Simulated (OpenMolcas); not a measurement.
# Cr2+: moving or changing the point charges

Cr2+ among 2 point charges of -2.5 e arranged as a linear pair (D∞h), 2.09 Å from the ion.
```
   0.0000    0.0000    2.0900  -2.50
   0.0000    0.0000   -2.0900  -2.50
```

```json
{"Program": "OpenMolcas", "Method": "SS-CASPT2, IPEA 0.25 Eh, imaginary shift 0.1 Eh (closed shells correlated: 3s 3p)", "Basis": "ANO-RCC-VTZP [6s5p3d2f1g]", "Scalar Hamiltonian": "DKH2, point nucleus", "Active space": "4 electrons in 5 orbitals (3d)", "State averaging": "2S+1 = 5 even, 5 roots; 2S+1 = 3 even, 45 roots; 2S+1 = 1 even, 50 roots", "Spin-orbit coupling": "state interaction with AMFI integrals over the reference wave functions"}
```

Runs around this geometry, states (labels by Λ). Energies in cm-1 above the lowest state or level, χT in cm3 K/mol.

```json
{"R (Å)": "2.09", "q (e)": "-2", "Ground state": "5Σ", "First state of that spin": "5Π 1470", "First gap with spin-orbit (degeneracies)": "9 (1, 2)", "χT at 300 K": "2.727", "First state of another spin": "3Δ 15380"}
{"R (Å)": "2.09", "q (e)": "-2.5", "Ground state": "5Π", "First state of that spin": "5Σ 80", "First gap with spin-orbit (degeneracies)": "15 (1, 2)", "χT at 300 K": "2.367", "First state of another spin": "3Δ 12400"}
{"R (Å)": "2.3", "q (e)": "-2.5", "Ground state": "5Σ", "First state of that spin": "5Π 1140", "First gap with spin-orbit (degeneracies)": "11 (1, 2)", "χT at 300 K": "2.652", "First state of another spin": "3Δ 15260"}
```

The ground state changes within this set.

Roots that are degenerate in the reference are averaged as groups; the widest CASPT2 spread within a group is 160 cm-1 (the 2-fold group of multiplicity 1 near 29600 cm-1 above the lowest state of its run, R = 2.09, q = -2). Shifts and gaps below about the spread of the groups concerned are not significant. Over all roots computed the reference weight is 0.89 to 0.95 in R = 2.09 in q = -2, 0.85 to 0.95 in R = 2.09 in q = -2.5, 0.90 to 0.95 in R = 2.3 in q = -2.5; the roots of lowest weight are the least certain, and an intruder state may touch them. Free-ion shares, where given, are those of the reference states; single-state CASPT2 does not remix them. Spin-orbit coupling mixes the spin-free states strongly: the lowest level takes only 64 % from its leading state, 5Π (holds for R = 2.09, q = -2.5). Point charges carry no covalency, so the field is a model and not that of real ligands. No measured value stands beside these numbers.
